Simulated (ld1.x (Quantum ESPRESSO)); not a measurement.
## Ranking TM potentials for phosphorus (P)

All share these settings but for the change named:

* Element: P
* Generator: ld1.x (Quantum ESPRESSO) 7.5
* Type: norm-conserving Troullier–Martins (Kleinman–Bylander form)
* Functional: PW91
* Relativity: non-relativistic
* Frozen core: [Ne]
* Valence charge: 5
* Reference configuration: 3s2 3p3
* Partial waves: 3s (bound): rc 1.35 bohr; 3p (bound): rc 2.05 bohr
* Local potential: all-electron potential smoothed inside 1.90 bohr (lloc = -2)
* Core correction: a·sin(br)/r model core, default radius (core density twice the valence density)

Test errors are all-electron minus pseudo excitation energies from the reference, over 3s2 3p2; 3s2 3p1; 3s2 3p0; 3s1 3p3; 3s0 3p5; 3s2 3p3.3; 3s1 3p4. None of these files shows a bound ghost.

The base gives 64.4 meV.

Of 9 variants that were run, those that failed, showed a ghost or another fault, or gave nearly equal values are left out.

A variant can come out equal or close to the base, since the largest error may sit in a test that the change hardly touches while other tests move.

Rank these variants by their largest absolute test error, smallest first.
A. core correction a·sin(br)/r model core inside 1.48 bohr
B. core correction none
C. core correction a·sin(br)/r model core inside 0.58 bohr

A (52.3 meV), C (59.0 meV), B (70.0 meV).
